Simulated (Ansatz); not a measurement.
Basis-set extrapolation for CH₈OSi₃, SMILES `[SiH3][SiH]1CO[SiH2]1` (PBE0-D4/def2-TZVP geometry, frozen core, Ansatz 0.2.0). Multiplicity 1, RHF reference.

|  | def2-TZVPP | def2-QZVPP |
| --- | --- | --- |
| HF | -984.260958 | -984.293177 |
| MP2 correlation | -0.771274 | -0.828481 |
| CCSD(T) correlation | -0.869356 | not run |

Energies in hartree. Use E(X) = E(∞) + A·exp(−7.88·√X) for Hartree–Fock and E(X) = E(∞) + B·X^(−2.97) for correlation, with X = 3 and 4, and add CCSD(T) minus MP2 of the smaller set to the MP2 limit.

Task: What is the CCSD(T) energy at the basis-set limit?

Result: HF limit: -984.293177 + (-0.032219) × 0.13774 = -984.29761. MP2 limit: -0.828481 + (-0.057207) × 0.74074 = -0.87086. Higher-order term: -0.869356 − (-0.771274) = -0.09808. Total: -985.26655 hartree, 357.7 kJ/mol below CCSD(T)/def2-TZVPP.
